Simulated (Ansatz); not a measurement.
`OB[Si](F)([SiH3])Cl` + `[Cl][GeH3]` → `O[BH][GeH3]` + `F[Si]([SiH3])(Cl)Cl`  (redistribution)

Isolated molecules relaxed with PBE0-D4/def2-TZVP in Ansatz; ΔE leaves out vibrations. CCSD(T)/CBS adds triple-zeta CCSD(T) − MP2 to the extrapolated MP2 energy (def2 sets, frozen cores). For Ge outer-core shells are correlated without core-valence functions, which leaves a few kJ/mol of doubt a bond. Scalar relativity is left out up to krypton. Each species was taken in one conformer, which may not be the lowest.

| species | MP2/def2-QZVPP energy (Eh) |
| --- | --- |
| `OB[Si](F)([SiH3])Cl` | -1240.68430 |
| `[Cl][GeH3]` | -2537.45536 |
| `O[BH][GeH3]` | -2178.84162 |
| `F[Si]([SiH3])(Cl)Cl` | -1599.31723 |

Q: Work out ΔE.

A: ΔE = (-2178.84162) + (-1599.31723) − (-1240.68430) − (-2537.45536) = -0.01919 Eh = -50.4 kJ/mol. CCSD(T)/CBS gives -47.6 kJ/mol.

Largest T1 diagnostic among the species: 0.013.

In def2-TZVPP, CCSD(T) changes the Hartree–Fock value by −14.7 kJ/mol (the triples alone add −1.4 kJ/mol) and MP2 by −19.4 kJ/mol.
